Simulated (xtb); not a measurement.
AlO, doublet, from a rough starting geometry (GFN-xTB shapes and energies of metal compounds can be far from the true ones); xtb with GFN2-xTB.

Here is a job for xtb.
```
$ xtb mol.xyz --gfn 2 --uhf 1 --opt vtight --json

# file mol.xyz
2

Al     0.01869006    -0.03917726    -0.78927550
O      0.02318911     0.07165907     0.80761211
```

Q: Write the output that xtb gives for this input, abridged.

A: 
```
   ID    Z sym.   atoms
    1   13 Al     1
    2    8 O      2

           -------------------------------------------------
          |                Calculation Setup                |
           -------------------------------------------------

           -------------------------------------------------
          |                 G F N 2 - x T B                 |
           -------------------------------------------------

          ...................................................
          :                      SETUP                      :
          :.................................................:
          :  # basis functions                  14          :
          :  # atomic orbitals                  13          :
          :  # shells                            5          :
          :  # electrons                         9          :
          :  max. iterations                   250          :
          :  Hamiltonian                  GFN2-xTB          :
          :  restarted?                      false          :
          :  GBSA solvation                  false          :
          :  PC potential                    false          :
          :  electronic temp.          300.0000000     K    :
          :  accuracy                    1.0000000          :
          :  -> integral cutoff          0.2500000E+02      :
          :  -> integral neglect         0.1000000E-07      :
          :  -> SCF convergence          0.1000000E-05 Eh   :
          :  -> wf. convergence          0.1000000E-03 e    :
          :  Broyden damping             0.4000000          :
          :  net charge                          0          :
          :  unpaired electrons                  1          :
          ...................................................

 iter      E             dE          RMSdq      gap      omega  full diag
   1     -5.0737195 -0.507372E+01  0.326E+01    3.08       0.0  T
   2     -5.1150444 -0.413248E-01  0.245E+01    3.36       1.0  T
   3     -5.0912507  0.237936E-01  0.429E+00    3.91       1.0  T
   4     -5.0811806  0.100701E-01  0.744E+00    3.40       1.0  T
   5     -5.1166163 -0.354357E-01  0.133E+00    3.80       1.0  T
   6     -5.1175242 -0.907848E-03  0.569E-01    3.78       1.0  T
   7     -5.1174184  0.105740E-03  0.562E-01    3.77       1.0  T
   8     -5.1176241 -0.205667E-03  0.240E-01    3.75       1.0  T
   9     -5.1176812 -0.571203E-04  0.891E-02    3.74       1.0  T
  10     -5.1176906 -0.937299E-05  0.141E-02    3.74       5.0  T
  11     -5.1176907 -0.115725E-06  0.794E-03    3.74       8.9  T
  12     -5.1176908 -0.762568E-07  0.675E-04    3.74     104.8  T
  13     -5.1176908 -0.385747E-09  0.776E-05    3.74     911.0  T

   *** convergence criteria satisfied after 13 iterations ***

         :::::::::::::::::::::::::::::::::::::::::::::::::::::
         ::                     SUMMARY                     ::
         :::::::::::::::::::::::::::::::::::::::::::::::::::::
         :: total energy              -5.093404931157 Eh    ::
         :: gradient norm              0.034396446021 Eh/a0 ::
         :: HOMO-LUMO gap              3.743332790256 eV    ::
         ::.................................................::
         :: SCC energy                -5.117690767275 Eh    ::
         :: -> isotropic ES            0.045557177551 Eh    ::
         :: -> anisotropic ES          0.009756970710 Eh    ::
         :: -> anisotropic XC          0.000111863343 Eh    ::
         :: -> dispersion             -0.000538892875 Eh    ::
         :: repulsion energy           0.024285836118 Eh    ::
         :: add. restraining           0.000000000000 Eh    ::
         :: total charge               0.000000000217 e     ::
         :::::::::::::::::::::::::::::::::::::::::::::::::::::

      -----------------------------------------------------------
     |                   =====================                   |
     |                        A N C O P T                        |
     |                   =====================                   |
     |               Approximate Normal Coordinate               |
     |                Rational Function Optimizer                |
      -----------------------------------------------------------
      -----------------------------------------------------------
     |                   =====================                   |
     |                        A N C O P T                        |
     |                   =====================                   |
     |               Approximate Normal Coordinate               |
     |                Rational Function Optimizer                |
      -----------------------------------------------------------

          ...................................................
          :                      SETUP                      :
          :.................................................:
          :   optimization level         verytight          :
          :   max. optcycles                   200          :
          :   ANC micro-cycles                  20          :
          :   degrees of freedom                 1          :
          :.................................................:
          :   RF solver                   davidson          :
          :   write xtbopt.log                true          :
          :   linear (good luck)              true          :
          :   energy convergence         0.1000000E-06 Eh   :
          :   grad. convergence          0.2000000E-03 Eh/α :
          :   maxmium RF displ.          1.0000000          :
          :   Hlow (freq-cutoff)         0.1000000E-01      :
          :   Hmax (freq-cutoff)         5.0000000          :
          :   S6 in model hess.         20.0000000          :
          ...................................................

generating ANC from exact Hessian ...
Using Lindh-Hessian (1995)
 Shifting diagonal of input Hessian by    0.0000000000000000
[...]
 * total energy  :    -5.0934049 Eh     change       -0.3392842E-12 Eh
 * total energy  :    -5.0939694 Eh     change       -0.5644947E-03 Eh
 * total energy  :    -5.0941301 Eh     change       -0.1607184E-03 Eh
 * total energy  :    -5.0941315 Eh     change       -0.1332687E-05 Eh
 * total energy  :    -5.0941321 Eh     change       -0.6459199E-06 Eh
 * total energy  :    -5.0941321 Eh     change       -0.1516565E-10 Eh
   *** GEOMETRY OPTIMIZATION CONVERGED AFTER 6 ITERATIONS ***
[...]
           -------------------------------------------------

          ...................................................
          :                      SETUP                      :
          :.................................................:
          :  # basis functions                  14          :
          :  # atomic orbitals                  13          :
          :  # shells                            5          :
          :  # electrons                         9          :
          :  max. iterations                   250          :
          :  Hamiltonian                  GFN2-xTB          :
          :  restarted?                      false          :
          :  GBSA solvation                  false          :
          :  PC potential                    false          :
          :  electronic temp.          300.0000000     K    :
          :  accuracy                    1.0000000          :
          :  -> integral cutoff          0.2500000E+02      :
          :  -> integral neglect         0.1000000E-07      :
          :  -> SCF convergence          0.1000000E-05 Eh   :
          :  -> wf. convergence          0.1000000E-03 e    :
          :  Broyden damping             0.4000000          :
          :  net charge                          0          :
          :  unpaired electrons                  1          :
          ...................................................

 iter      E             dE          RMSdq      gap      omega  full diag
   1     -5.1245789 -0.512458E+01  0.783E-05    3.79       0.0  T
   2     -5.1245789  0.702549E-12  0.328E-05    3.79    2156.2  T
   3     -5.1245789 -0.131095E-11  0.501E-05    3.79    1411.5  T

   *** convergence criteria satisfied after 3 iterations ***

         :::::::::::::::::::::::::::::::::::::::::::::::::::::
         ::                     SUMMARY                     ::
         :::::::::::::::::::::::::::::::::::::::::::::::::::::
         :: total energy              -5.094132122875 Eh    ::
         :: gradient norm              0.000000118813 Eh/a0 ::
         :: HOMO-LUMO gap              3.787701394881 eV    ::
         ::.................................................::
         :: SCC energy                -5.124578896533 Eh    ::
         :: -> isotropic ES            0.045567667550 Eh    ::
         :: -> anisotropic ES          0.009504694952 Eh    ::
         :: -> anisotropic XC          0.000561996884 Eh    ::
         :: -> dispersion             -0.000538787832 Eh    ::
         :: repulsion energy           0.030446773658 Eh    ::
         :: add. restraining           0.000000000000 Eh    ::
         :: total charge               0.000000000046 e     ::
         :::::::::::::::::::::::::::::::::::::::::::::::::::::

           -------------------------------------------------
          |                Property Printout                |
           -------------------------------------------------

    * Orbital Energies and Occupations

         #    Occupation            Energy/Eh            Energy/eV
      -------------------------------------------------------------
         1        2.0000           -0.6224990             -16.9391
         2        2.0000           -0.4607149             -12.5367
         3        2.0000           -0.4371727             -11.8961
         4        2.0000           -0.4371727             -11.8961
         5        1.0000           -0.3919309             -10.6650 (HOMO)
         6                         -0.2527354              -6.8773 (LUMO)
         7                         -0.2527354              -6.8773
         8                         -0.1896225              -5.1599
         9                         -0.1500894              -4.0841
        10                         -0.1500894              -4.0841
        11                          0.0185303               0.5042
        12                          0.0185303               0.5042
        13                          0.6909875              18.8027
      -------------------------------------------------------------
                  HL-Gap            0.1391955 Eh            3.7877 eV
             Fermi-level           -0.3682841 Eh          -10.0215 eV

     #   Z          covCN         q      C6AA      α(0)
     1  13 Al       0.736     0.460   357.245    49.281
     2   8 O        0.736    -0.460    22.964     6.422

 Mol. C6AA /au·bohr⁶  :        527.443209
 Mol. C8AA /au·bohr⁸  :      41177.283830
 Mol. α(0) /au        :         55.702344

Wiberg/Mayer (AO) data.
largest (>0.10) Wiberg bond orders for each atom

 ---------------------------------------------------------------------------
     #   Z sym  total        # sym  WBO       # sym  WBO       # sym  WBO
 ---------------------------------------------------------------------------
     1  13 Al   2.247 --     2 O    2.247
     2   8 O    2.247 --     1 Al   2.247
 ---------------------------------------------------------------------------

Topologies differ in total number of bonds
Writing topology from bond orders to xtbtopo.mol

molecular dipole:
                 x           y           z       tot (Debye)
 q only:       -0.004      -0.094      -1.360
   full:       -0.005      -0.123      -1.779       4.532
molecular quadrupole (traceless):
                xx          xy          yy          xz          yz          zz
 q only:        0.026      -0.006       0.018      -0.081      -0.065      -0.044
  q+dip:       -0.917      -0.007      -0.914      -0.098       0.112       1.830
   full:        1.173      -0.008       1.146      -0.115      -0.321      -2.319

optimized geometry written to: xtbopt.xyz

           -------------------------------------------------
          | TOTAL ENERGY               -5.094132122875 Eh   |
          | GRADIENT NORM               0.000000118813 Eh/α |
          | HOMO-LUMO GAP               3.787701394881 eV   |
           -------------------------------------------------
```
